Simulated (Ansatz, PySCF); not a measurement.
Process, species as SMILES: OB(O)O[Si](O)(O)O + 7 [H][H] (H2) → B (BH3) + 6 O (H2O) + [SiH4] (SiH4)
Geometries: B3LYP-D3(BJ)/def2-TZVP minima from Ansatz (a quantum-chemistry and plane-wave program), one conformer each, not searched for the lowest. Frequencies are from Ansatz or PySCF.

Wanted: energy of full hydrogenation (enthalpy at 298 K, with B3LYP-D3(BJ) rigid-rotor harmonic-oscillator terms), in kcal/mol. Cores are frozen in the correlated levels unless marked. No spin-orbit coupling. No relativistic terms. CBS(X,Y): correlation extrapolated as X^-3; Hartree-Fock from the larger set.

```tsv
level	program	energy of full hydrogenation (kcal/mol)
HF/aug-cc-pV(D+d)Z	Ansatz	139.1
PBE-D3(BJ)/def2-TZVPD	Ansatz + dftd3	172.7
PBE0/def2-TZVP	Ansatz	180.6
r2SCAN0-D4/def2-TZVPD	Ansatz + dftd4	189.4
CAM-B3LYP-D4/def2-TZVPD	Ansatz + dftd4	184.9
CCSD(T)/cc-pV(T+d)Z	Ansatz	189.6
CCSD(T)/CBS(cc-pV(T+d)Z,cc-pV(Q+d)Z)	Ansatz	186.7
```
